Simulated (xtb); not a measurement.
HOSi, SMILES [OH+]=[Si] (connectivity only; charge and spin as stated), charge +1, multiplicity 1. All values are semi-empirical tight-binding results from xtb (GFN2-xTB unless named), good for trends rather than for accurate numbers. The structure is a stationary point at GFN2-xTB. The isomer is the one that the SMILES or the coordinates give; other isomers of the formula were not compared.

Computed properties:
point group as xtb finds it: C∞v
orbital gap: 5.26 eV
zero-point energy: 8.0 kcal/mol
G − E(el) at 298.15 K (modified RRHO): -5.2 kcal/mol
static polarisability (D4 model): 37.8 bohr³
solvation energy, GFN2-xTB/ALPB(water): -62.3 kcal/mol
solvation energy, GFN2-xTB/ALPB(dmso): -55.3 kcal/mol
